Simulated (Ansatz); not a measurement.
Ansatz (a first-principles code) input:

Ansatz 0.2 input:
```yaml
crystal:
  periodic: [false, false, false]
  atoms:
    - {symbol: Ca, position_ang: [0.26457990, 0.20873362, 0.32761240]}
    - {symbol: Cl, position_ang: [1.57993568, 0.28694978, -1.85541736]}
    - {symbol: Cl, position_ang: [-1.89120615, -0.53251874, 1.46999101]}
basis:
  gaussian:
    orbitals: def2-TZVPD
hamiltonian:
  xc: {name: BHLYP}
total_charge: 1
magnetization: {spin_polarized: true, initial_magnetization: 1}
output: {forces: true}
```

What final total energy does it print?

-1597.81857 Eh (BHLYP/def2-TZVPD). The basis has 128 functions.
